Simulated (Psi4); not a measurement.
C₆H₁₇NSi (SMILES CC(C)N([SiH3])C(C)C), singlet, at a GFN2-xTB geometry. Base run: CAM-B3LYP/6-31G* (Psi4).

Here is a job for Psi4.
```
memory 2 GB

molecule mol {
0 1
Si    0.009648    2.166252   -0.112924
N     0.033689    0.460490    0.108642
C    -1.246802   -0.207586    0.298800
C    -1.611273   -1.237584   -0.770679
C    -1.409863   -0.801662    1.704400
C     1.268020   -0.259320   -0.165727
C     1.428964   -0.665529   -1.637805
C     1.534434   -1.454842    0.747692
H     1.351415    2.659304    0.192284
H    -0.973093    2.720434    0.820029
H    -0.357837    2.587107   -1.477359
H    -1.990939    0.593280    0.218329
H    -0.997599   -2.130888   -0.695406
H    -2.650608   -1.532691   -0.639726
H    -1.497989   -0.808446   -1.762872
H    -0.898137   -1.752575    1.810114
H    -2.466684   -0.962498    1.907404
H    -1.018190   -0.106065    2.442186
H     2.061203    0.470446    0.038430
H     0.820654   -1.528220   -1.890472
H     1.146525    0.164527   -2.280614
H     2.469584   -0.915813   -1.833514
H     1.430413   -1.167337    1.790123
H     2.554350   -1.798903    0.586369
H     0.865149   -2.283485    0.535043
}

set {
  basis 6-31g*
  reference rks
}

energy('cam-b3lyp')
print_variables()
```

Variants of this job, named by their change:

```json
[
 {"change": "base", "ΔE vs base (eV)": "0.00", "point group used": "c1", "SCF cycles": "8"},
 {"change": "jitter_ang = 0.002", "ΔE vs base (eV)": "0.00", "point group used": "c1", "SCF cycles": "8"},
 {"change": "molecule keys = symmetry c1, no_reorient, no_com", "ΔE vs base (eV)": "0.00", "point group used": "c1", "SCF cycles": "8"},
 {"change": "molecule keys = symmetry c1", "ΔE vs base (eV)": "0.00", "point group used": "c1", "SCF cycles": "8"},
 {"change": "molecule keys = no_reorient", "ΔE vs base (eV)": "0.00", "point group used": "c1", "SCF cycles": "8"}
]
```
